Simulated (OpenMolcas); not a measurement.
# Br III: effect of the basis set

```
Program             : OpenMolcas 26.06
Method              : CASSCF
Active space        : 3 electrons in 3 orbitals (4p)
State averaging     : 2S+1 = 4 odd, 1 root; 2S+1 = 2 odd, 8 roots
Spin-orbit coupling : state interaction with AMFI integrals over the reference wave functions, term energies averaged over their components
```

A. ANO-RCC-VDZP [5s4p2d], DKH2, point nucleus; cost about 1.7 core-seconds
B. ANO-R1 [5s4p3d1f], X2C, finite nucleus; cost about 2.6 core-seconds
C. ANO-RCC-VTZP [6s5p3d1f], DKH2, point nucleus; cost of the order of 2.1 core-seconds
D. ANO-R2 [6s5p4d2f1g], X2C, finite nucleus; cost about 1.9 core-seconds
E. ANO-RCC-VQZP [7s6p4d2f1g], DKH2, point nucleus; cost roughly 5 core-seconds
F. ANO-R3 [7s6p5d4f2g], X2C, finite nucleus; cost about 5 core-seconds

Energies in cm⁻¹ above 4s² 4p³ ⁴S°_3/2, the measured ground level; measured values from Moore, Atomic Energy Levels, vol. II, NSRDS-NBS 35 (1971 reprint of NBS Circular 467, 1952).

| Level | A | B | C | D | E | F | Measured |
| --- | --- | --- | --- | --- | --- | --- | --- |
| 4s² 4p³ ⁴S°_3/2 | 0.0 | 0.0 | 0.0 | 0.0 | 0.0 | 0.0 | 0.0 |
| 4s² 4p³ ²D°_3/2 | 19819 | 19663 | 19822 | 19934 | 19941 | 19920 |  |
| 4s² 4p³ ²D°_5/2 | 20571 | 20481 | 20572 | 20668 | 20672 | 20665 |  |
| 4s² 4p³ ²P°_1/2 | 34002 | 33839 | 34004 | 34148 | 34150 | 34143 | 26915 |
| 4s² 4p³ ²P°_3/2 | 35021 | 34951 | 35020 | 35138 | 35137 | 35147 | 28579 |

Deviations, from unrounded energies. A percentage is the sum of absolute deviations over the sum of measured energies, with the sign that they share, or ± where signs differ.

| Against measurement | Levels | A | B | C | D | E | F |
| --- | --- | --- | --- | --- | --- | --- | --- |
| mean absolute deviation (cm-1) | 2 | 6800 | 6600 | 6800 | 6900 | 6900 | 6900 |
| other terms of the ground configuration (%) | 2 | +24.4 | +24.0 | +24.4 | +24.9 | +24.9 | +24.9 |

A, B, C, D, E, F lie about equally close to measurement. The largest miss of B in the table is 4s² 4p³ ²P°_1/2, by +6900 cm-1. The ranking rests on the paired levels alone, and a cruder setting can come out closer through cancelling errors.

Among A to F the level of the table that moves most is 4s² 4p³ ²P°_1/2, by 310 cm-1 (lowest in B, highest in E).

With the s shell closed, the reference lacks s² → p² mixing. Measured partners are found by configuration, term and J. A level has none where our copy of the source lacks it or the pairing is in doubt (some pairs that miss far off the trend of their configuration count as doubtful), and it then counts in no deviation. Levels of configurations outside the active space are missing.

° marks odd parity.
